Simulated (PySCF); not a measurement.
**Working out the electron affinity of K**

K⁻ [Ar] 4s2 (1S) → K [Ar] 4s1 (2S). Computed with PySCF 2.14 in def2-TZVPPD (6s5p3d, 36 functions), with no relativity, point nucleus. Frozen: [Ne]. Energies in hartree (1 hartree = 27.21139 eV):

```tsv
part	K⁻ (lower)	K (upper)
UHF	-599.146618	-599.153367
MP2 opposite-spin	-0.128221	-0.113326
MP2 same-spin	-0.046889	-0.045925
```

What does Hartree-Fock give?

(-599.153367) − (-599.146618) = -0.006749 hartree = -0.184 eV.

What do MP2 and SCS-MP2 (6/5 opposite-spin, 1/3 same-spin) give?

The opposite-spin parts differ by 0.405 eV and the same-spin parts by 0.026 eV. MP2: -0.184 + (0.405) + (0.026) = 0.247 eV. SCS-MP2: -0.184 + 1.2 × (0.405) + (0.026)/3 = 0.311 eV.

A first-order spin-orbit estimate adds 0.000 eV to MP2 (valence and next inner shell), giving 0.247 eV against 0.501 eV (measured; photodetachment measurements, as compiled on the Wikipedia data page of electron affinities).

The calculation is non-relativistic.

What remains against the reference includes basis incompleteness, the frozen core and correlation beyond second order.
